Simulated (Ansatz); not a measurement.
Reaction (homolysis of the Ge–O bond): `[OH][GeH2][Br]` → `[GeH2][Br]`• + `[OH]`•

Computed with Ansatz on PBE0-D4/def2-TZVP structures; ΔE is electronic, products minus reactants. CCSD(T)/CBS adds triple-zeta CCSD(T) − MP2 to the extrapolated MP2 energy (def2 sets, frozen cores). This one scheme is used for every species. DFT in def2-TZVPP. No spin–orbit coupling; open shells (•) take unrestricted orbitals. For Br, Ge outer-core shells are correlated without core-valence functions, which leaves a few kJ/mol of doubt a bond. Scalar relativity is left out up to krypton. One conformer a species, not always the lowest.

```csv
level,ΔE (kcal/mol),difference from CCSD(T)/CBS
PBE-D4,104.8,-4.1
PBE0-D4,102.5,-6.4
r2SCANh-D4,101.0,-7.9
revPBE,97.7,-11.2
RPA@PBE/def2-TZVPP,99.2,-9.7
MP2/def2-SVP,107.7,-1.2
MP2/def2-TZVPP,113.5,4.6
HF/def2-QZVPP,73.0,-35.9
SCS-MP2/def2-QZVPP,112.3,3.4
CCSD/CBS(def2),106.3,-2.6
CCSD(T)/CBS,108.9,0
```

Largest T1 diagnostic among the species: 0.011.

In def2-TZVPP, CCSD(T) changes the Hartree–Fock value by +32.8 kcal/mol (the triples alone add +2.7 kcal/mol) and MP2 by +40.5 kcal/mol; breaking electron pairs costs correlation energy, which Hartree–Fock lacks. Leaving LDA and LC-ωPBE aside and taking each functional with its dispersion term where it has one, the values, not all of them listed here, spread over 8.6 kcal/mol, from BHLYP-D4 to ωB97X-V. LDA lies +19.2 kcal/mol from PBE without D4, its usual overbinding. From r2SCAN to r2SCAN0 (25 % exact exchange), in def2-TZVPP and without D4, ΔE moves by −2.7 kcal/mol: exact exchange takes away binding that semilocal exchange gives to molecules.
